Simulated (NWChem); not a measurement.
System: SnH₃O₃Cl; SMILES [OH][Sn]([OH])([OH])[Cl]

```xyz
8

O      0.0000     1.8749     0.9008
Sn     0.0000     0.0000     0.2233
O      1.6237    -0.9374     0.9008
O     -1.6237    -0.9374     0.9008
Cl     0.0000     0.0000    -2.1339
H     -0.9140     2.1062     1.1639
H      2.2810    -0.2615     1.1639
H     -1.3670    -1.8447     1.1639
```
Atoms are numbered in this order, from 1.

Computed with NWChem. Structure relaxed at the PBE-D3(BJ)/def2-SVP level. No frequency run checked for a minimum. def2 effective core potentials on Sn; no spin-orbit coupling.

Question: What does the run give for Hartree-Fock/def2-SVP (core potentials)? Quantities: highest occupied level (eV); orbital gap (eV); dipole (D).

Answer: The highest occupied level (eV) comes out as -12.75 and the orbital gap (eV) is 14.18. The dipole (D) is 1.53.
